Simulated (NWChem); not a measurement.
System: CH4OZn; SMILES [OH][Zn][CH3]

Parts of the log:

```
             Northwest Computational Chemistry Package (NWChem) 7.3.0
             --------------------------------------------------------

                             Geometry "geometry" -> ""
                             -------------------------

 Output coordinates in angstroms (scale by  1.889725989 to convert to a.u.)

  No.       Tag          Charge          X              Y              Z
 ---- ---------------- ---------- -------------- -------------- --------------
    1 Zn                  30.0000     0.01699300     0.04412900     0.00697000
    2 C                    6.0000    -0.00367300    -1.88336200    -0.00940700
    3 H                    1.0000     0.94690100    -2.28994300    -0.38871700
    4 H                    1.0000    -0.81157500    -2.25888200    -0.65718500
    5 H                    1.0000    -0.16592000    -2.28974300     1.00114200
    6 O                    8.0000    -0.08364900     1.81819100    -0.02730700
    7 H                    1.0000     0.69024400     2.29372300     0.28770000

 Effective nuclear repulsion energy (a.u.)     171.2226376070

  xc_inp: hfexch multiplicative factor not found.
                              NWChem Property Module
                              ----------------------

  itol2e modified to match energy
  convergence criterion.

                                 NWChem DFT Module
                                 -----------------

 Summary of "ao basis" -> "ao basis" (spherical)
 ------------------------------------------------------------------------------
       Tag                 Description            Shells   Functions and Types
 ---------------- ------------------------------  ------  ---------------------
 Zn                          6-31g*                 12       34   5s4p2d1f
 C                           6-31g*                  6       14   3s2p1d
 H                           6-31g*                  2        2   2s
 O                           6-31g*                  6       14   3s2p1d

  itol2e modified to match energy
  convergence criterion.

            General Information
            -------------------
          SCF calculation type: DFT
          Wavefunction type:  closed shell.
          No. of atoms     :     7
          No. of electrons :    48
           Alpha electrons :    24
            Beta electrons :    24
          Charge           :     0
          Spin multiplicity:     1
          Use of symmetry is: off; symmetry adaption is: off
          Maximum number of iterations: 150
          AO basis - number of functions:    70
                     number of shells:    32
          Convergence on energy requested:  1.00D-07
          Convergence on density requested:  1.00D-05
          Convergence on gradient requested:  5.00D-04

              XC Information
              --------------
                     Hartree-Fock (Exact) Exchange  1.000

      Superposition of Atomic Density Guess
      -------------------------------------

 Sum of atomic energies:       -1891.88862425

      Non-variational initial energy
      ------------------------------

 Total energy =   -1892.759565
 1-e energy   =   -2981.033007
 2-e energy   =     917.050804
 HOMO         =      -0.358670
 LUMO         =      -0.026709

   convergence    iter        energy       DeltaE   RMS-Dens  Diis-err
 ---------------- ----- ----------------- --------- --------- ---------
 d= 0,ls=0.0,diis     1  -1892.4612752207 -2.06D+03  9.96D-03  7.52D-01
 d= 0,ls=0.0,diis     2  -1892.5147119067 -5.34D-02  3.80D-03  3.70D-01
 d= 0,ls=0.0,diis     3  -1892.5484807146 -3.38D-02  1.28D-03  4.48D-03
 d= 0,ls=0.0,diis     4  -1892.5494610487 -9.80D-04  3.33D-04  4.05D-04
 d= 0,ls=0.0,diis     5  -1892.5495380500 -7.70D-05  1.49D-04  7.87D-05
  Resetting Diis
 d= 0,ls=0.0,diis     6  -1892.5495502702 -1.22D-05  5.90D-05  4.94D-06
 d= 0,ls=0.0,diis     7  -1892.5495519203 -1.65D-06  1.13D-05  8.09D-07
 d= 0,ls=0.0,diis     8  -1892.5495520445 -1.24D-07  4.30D-06  2.21D-07
 d= 0,ls=0.0,diis     9  -1892.5495520759 -3.14D-08  4.26D-06  3.61D-08

[...]

          -----------------------------------------
          Chemical Shielding Tensors (GIAO, in ppm)
          -----------------------------------------

                                NWChem CPHF Module
                                ------------------

  scftype          =     RHF
  nclosed          =       24
  nopen            =        0
  variables        =     1104
  # of vectors     =        3
  tolerance        = 0.10D-03
  level shift      = 0.00D+00
  max iterations   =       50
  max subspace     =       30

 SCF residual:    9.2846495341854704E-005

Iterative solution of linear equations
  No. of variables     1104
  No. of equations        3
  Maximum subspace       30
        Iterations       50
       Convergence  1.0D-04

   iter   nsub   residual    time
   ----  ------  --------  ---------
     1      3    9.47D-01      16.4
     2      6    1.07D-01      18.7
     3      9    2.12D-02      20.9
     4     12    5.25D-03      23.1
     5     15    6.75D-04      25.3
     6     18    1.15D-04      27.5
     7     21    2.00D-05      29.8

      Atom:    1  Zn
        Diamagnetic
   2509.7399     -0.3018      0.2152
     -0.3018   2527.3017     -0.0476
      0.2152     -0.0476   2509.2979

        Paramagnetic
   -897.6050      6.6100     -2.1602
      6.6100     -4.0733      6.1504
     -2.1602      6.1504   -890.2431

        Total Shielding Tensor
   1612.1349      6.3082     -1.9450
      6.3082   2523.2284      6.1028
     -1.9450      6.1028   1619.0548

           isotropic =    1918.1394
          anisotropy =     907.7606

          Principal Components and Axis System
                 1           2           3
             2523.3131   1619.5437   1611.5614

      1         0.0069     -0.2577      0.9662
      2         1.0000     -0.0047     -0.0084
      3         0.0067      0.9662      0.2576

      Atom:    2  C
        Diamagnetic
    243.0276      0.0319     -0.0090
      0.0319    259.8730      0.0862
     -0.0090      0.0862    242.9557

        Paramagnetic
    -20.2397     -0.4021      0.4816
     -0.4021    -48.1759     -0.4062
      0.4816     -0.4062    -20.8739

        Total Shielding Tensor
    222.7879     -0.3703      0.4727
     -0.3703    211.6971     -0.3199
      0.4727     -0.3199    222.0819

           isotropic =     218.8556
          anisotropy =       6.2836

          Principal Components and Axis System
                 1           2           3
              223.0447    221.8463    211.6758

      1         0.8913     -0.4523      0.0320
      2        -0.0418     -0.0116      0.9991
      3         0.4515      0.8918      0.0293

      Atom:    3  H
        Diamagnetic
     33.4176     -6.4697     -4.1687
     -6.4697     30.7433      2.6168
     -4.1687      2.6168     24.5686

        Paramagnetic
      3.5510      1.1932      0.3305
      1.1932      2.6336     -0.4787
      0.3305     -0.4787      4.5905

        Total Shielding Tensor
     36.9685     -5.2765     -3.8382
     -5.2765     33.3769      2.1381
     -3.8382      2.1381     29.1592

           isotropic =      33.1682
          anisotropy =      13.5612

          Principal Components and Axis System
                 1           2           3
               42.2090     29.7071     27.5885

      1         0.7782      0.4985      0.3820
      2        -0.5418      0.8405      0.0069
      3        -0.3176     -0.2123      0.9241

      Atom:    4  H
        Diamagnetic
     30.5557      5.2401      6.1349
      5.2401     30.3369      4.2289
      6.1349      4.2289     27.7891

        Paramagnetic
      3.7966     -0.8730     -0.6477
     -0.8730      2.5916     -0.7566
     -0.6477     -0.7566      4.1962

        Total Shielding Tensor
     34.3523      4.3671      5.4872
      4.3671     32.9285      3.4722
      5.4872      3.4722     31.9853

           isotropic =      33.0887
          anisotropy =      13.6003

          Principal Components and Axis System
                 1           2           3
               42.1555     29.5558     27.5547

      1         0.6668     -0.3914     -0.6342
      2         0.5174      0.8556      0.0160
      3         0.5364     -0.3388      0.7730

      Atom:    5  H
        Diamagnetic
     23.2490      1.1152     -1.8872
      1.1152     30.7238     -6.8752
     -1.8872     -6.8752     34.7330

        Paramagnetic
      4.5089     -0.1602      0.0938
     -0.1602      2.6009      1.2686
      0.0938      1.2686      3.5511

        Total Shielding Tensor
     27.7579      0.9550     -1.7935
      0.9550     33.3247     -5.6066
     -1.7935     -5.6066     38.2841

           isotropic =      33.1222
          anisotropy =      13.6441

          Principal Components and Axis System
                 1           2           3
               42.2183     29.6879     27.4605

      1        -0.1386     -0.0785      0.9872
      2        -0.5387      0.8424     -0.0087
      3         0.8310      0.5331      0.1591

      Atom:    6  O
        Diamagnetic
    387.0067      5.3500      4.7022
      5.3500    408.7705      2.2849
      4.7022      2.2849    377.3468

        Paramagnetic
    -71.9230     -3.6438     -9.5919
     -3.6438    -41.4757     -1.4026
     -9.5919     -1.4026    -52.6548

        Total Shielding Tensor
    315.0837      1.7062     -4.8896
      1.7062    367.2948      0.8823
     -4.8896      0.8823    324.6920

           isotropic =     335.6902
          anisotropy =      47.5090

          Principal Components and Axis System
                 1           2           3
              367.3629    326.7420    312.9656

      1         0.0310     -0.3872      0.9215
      2         0.9994     -0.0038     -0.0352
      3         0.0171      0.9220      0.3869

      Atom:    7  H
        Diamagnetic
     33.8796     11.9122      6.4647
     11.9122     32.1053      4.8734
      6.4647      4.8734     20.6483

[...]
```

Level: Hartree-Fock/6-31G* (spherical d), GIAO. Geometry: optimised at PBE0/def2-SVP. NWChem prints the field gradient with the sign opposite to the second derivative of the potential. The printed shielding anisotropy is the first printed principal value minus the mean of the other two.

Which NWChem input produces such a log?

One answer among several that fit: the input that was run:
```
start job
memory heap 200 mb stack 900 mb global 1100 mb
geometry units angstroms noautosym nocenter noautoz
  Zn     0.016993     0.044129     0.006970
  C     -0.003673    -1.883362    -0.009407
  H      0.946901    -2.289943    -0.388717
  H     -0.811575    -2.258882    -0.657185
  H     -0.165920    -2.289743     1.001142
  O     -0.083649     1.818191    -0.027307
  H      0.690244     2.293723     0.287700
end
basis spherical
  * library 6-31g*
end
dft
  xc hfexch
  iterations 150
end
property
  shielding
  efieldgrad
end
task dft property
```
